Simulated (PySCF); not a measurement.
Sn(Br)(OH)3 (BrH₃O₃Sn), SMILES [OH][Sn]([OH])([OH])[Br]. The structure is a stationary point at PBE-D3(BJ)/def2-SVP. The structure was generated by enumeration; whether it is a known compound was not checked. The def2 effective core potentials stand for the cores of Sn; spin–orbit coupling is left out. One conformer was computed; it need not be the lowest.

Computed equilibrium geometry at PBE-D3(BJ)/def2-SVP (PySCF confirms it by a frequency run) as Cartesian coordinates in Å, and its point group (one conformer of several):
point group C3.
```xyz
8

O      1.8506     0.2168    -1.3319
Sn     0.0000     0.0000    -0.6303
O     -0.7375    -1.7111    -1.3319
O     -1.1131     1.4943    -1.3319
Br     0.0000     0.0000     1.8883
H      2.2749     0.9686    -0.8711
H     -0.2987    -2.4544    -0.8711
H     -1.9763     1.4859    -0.8711
```
Charge 0, spin multiplicity 1.
